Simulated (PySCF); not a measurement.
Compound: C5H10FSSi (doublet state).
Numbering: `[F:1][C@@H:2]1[SiH2:3][CH2:4][CH2:5][CH2:6][C@@H:7]1[S:8]` (hydrogens: H9 on C2; H10, H11 on Si3; H12, H13 on C4; H14, H15 on C5; H16, H17 on C6; H18 on C7)

Method used: UKS B3LYP, pcH-1 on C F H S Si, non-relativistic, mean-field spin-orbit, GIAO in PySCF 2.14.0. Geometry: GFN2-xTB, one conformer, isolated molecule. Couplings are sensitive to structure, and on GFN2-xTB geometries they can be far from those on DFT ones, by a factor of two or more for some ions and for spin on atoms past the first row.

Output of the driver script. Atoms in this output count from 0.

```
UKS, coarse grid
  cycle   1  E = -983.99623478  |g| = 4.47e-01
  cycle   2  E = -983.92972954  |g| = 6.33e-01
  cycle   3  E = -984.07412079  |g| = 6.95e-02
  cycle   4  E = -984.07538335  |g| = 3.59e-02
  cycle   5  E = -984.07590430  |g| = 9.22e-03
  cycle   6  E = -984.07595828  |g| = 4.03e-03
  cycle   7  E = -984.07597349  |g| = 1.31e-03
  cycle   8  E = -984.07598385  |g| = 1.11e-03
  cycle   9  E = -984.07599190  |g| = 9.10e-04
UKS, final grid
  cycle   1  E = -984.07598219  |g| = 9.03e-04
  cycle   2  E = -984.07599155  |g| = 9.08e-04
  cycle   3  E = -984.07599593  |g| = 8.79e-04
  cycle   4  E = -984.07602727  |g| = 8.66e-04
  cycle   5  E = -984.07610769  |g| = 9.76e-04
  cycle   6  E = -984.07610003  |g| = 9.03e-04
  cycle   7  E = -984.07616702  |g| = 1.40e-03
  cycle   8  E = -984.07629322  |g| = 5.91e-03
  cycle   9  E = -984.07625875  |g| = 2.14e-03
  cycle  10  E = -984.07631361  |g| = 6.42e-03
  cycle  11  E = -984.07632217  |g| = 7.97e-03
  cycle  12  E = -984.07633169  |g| = 2.95e-03
  cycle  13  E = -984.07635479  |g| = 6.94e-03
  cycle  14  E = -984.07636942  |g| = 2.38e-03
  cycle  15  E = -984.07637987  |g| = 9.63e-04
  cycle  16  E = -984.07639023  |g| = 4.02e-03
  cycle  17  E = -984.07639215  |g| = 9.67e-04
  cycle  18  E = -984.07640381  |g| = 7.75e-05
  cycle  19  E = -984.07640419  |g| = 3.46e-04
  cycle  20  E = -984.07640428  |g| = 8.50e-05
  cycle  21  E = -984.07640438  |g| = 1.18e-04
  cycle  22  E = -984.07640440  |g| = 2.04e-05
  cycle  23  E = -984.07640440  |g| = 9.10e-06
E = -984.07640440 Eh   <S^2> = 0.7528 (exact 0.7500)
g shifts (ppm)      1          2          3
  rmc          -221       -221       -221
  gc            -12         52         37
  oz_so          70      20290     695469
  total        -139      20148     695354
hyperfine (MHz)  atom isotope    a_iso     a_fc   dipolar eigenvalues
    0   19F       4.11       4.11     -6.41      0.16      6.25
    1   13C      15.34      15.34     -2.52     -2.16      4.68
    2  29Si       1.00       1.00     -0.88      0.37      0.51
    3   13C       0.05       0.05     -0.20     -0.15      0.34
    4   13C      -1.20      -1.20     -0.31     -0.10      0.40
    5   13C       2.52       2.52     -1.06     -0.79      1.86
    6   13C     -14.82     -14.82     -2.55     -1.42      3.97
    7   33S      15.18      15.18    -89.31    -87.77    177.09
    8    1H      -1.08      -1.08     -2.96     -2.43      5.38
    9    1H       1.10       1.10     -0.77     -0.59      1.37
   10    1H      -0.05      -0.05     -0.56     -0.44      1.00
   11    1H       0.12       0.12     -0.62     -0.57      1.19
   12    1H       0.13       0.13     -0.42     -0.40      0.82
   13    1H      -0.41      -0.41     -0.71     -0.59      1.30
   14    1H       0.71       0.71     -1.08     -0.88      1.96
   15    1H      -1.06      -1.06     -2.78     -2.20      4.99
   16    1H      -1.15      -1.15     -2.97     -2.48      5.45
   17    1H      87.75      87.75     -5.78     -1.81      7.59
```

Q: Can this result be taken as it stands? Point to the evidence in the output.

A: No. The largest g shift is +0.695, past the limit of 0.03 at which the run flags a species of elements up to argon. The orbital-Zeeman/spin–orbit term is second order, a sum of spin–orbit matrix elements over excitation energies, so it grows and becomes less reliable as an excited state comes close; a shift this large should be checked with a method that treats spin–orbit coupling variationally or among several states. The contact and dipolar couplings don't rest on that expansion, but they belong to the state that the SCF found, and a close-lying state with the spin in another orbital would have other couplings; no stability test was run. The run left out the spin–orbit part of the hyperfine coupling.

Q: Where is the spin in this solution (atoms counted from 1)?

A: The largest Mulliken spin population is on S8 (+0.98). The unrestricted determinant has ⟨S²⟩ = 0.7528 (exact 0.7500), so spin contamination is small. 

Q: Average a_iso over equivalent nuclei, turn it into first-order splittings with g = 2.0023, and give the multiplets for abundant isotopes (0.05 mT or more).

A: 
| nuclei (from 1) | isotope | I | position | a_iso (MHz) | \|a\| (mT) | splits into |
| --- | --- | --- | --- | --- | --- | --- |
| H18 | 1H | 1/2 | 2 bonds from S8 | 87.7 | 3.13 | 1:1 doublet |
| F1 | 19F | 1/2 | 3 bonds from S8 | 4.1 | 0.15 | 1:1 doublet |
